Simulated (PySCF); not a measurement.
Distances in Å between the heavy atoms of a computed structure (PBE0-D3(BJ)/def2-SVP; lower triangle, same order across):
```
C1    0.00
O2    1.41  0.00
C3    2.38  1.34  0.00
C4    2.91  2.43  1.34  0.00
F5    2.78  2.97  2.37  1.34  0.00
C6    3.66  2.32  1.50  2.47  3.73  0.00
F7    4.75  3.53  2.38  2.70  4.03  1.36  0.00
```

Hydrogens: 3 on C1, 1 on C4, 2 on C6.

Charge 0, singlet.

Question: Which heavy atoms are bonded, and with what formal order?

Answer: C1–O2 (single); O2–C3 (single); C3–C4 (double); C4–F5 (single); C3–C6 (single); C6–F7 (single).

Question: Give the structure as a SMILES string.

Answer: `CO/C(=C\F)CF`, C4H6F2O. Among its features: C=C double bond, ether and C–F bond.

Question: Classify the heavy atoms.

Answer: C1: methoxy carbon; O2: ether oxygen; C3: vinylic carbon bearing oxygen; C4: vinylic C–F carbon; F5: vinyl fluorine; C6: sp3 C–F carbon; F7: alkyl fluorine.

The values belong to the conformer `[CH3:1][O:2]/[C:3](=[CH:4]\[F:5])[CH2:6][F:7]`: C1–O2–C3–C4 3°, O2–C3–C6–F7 180°.
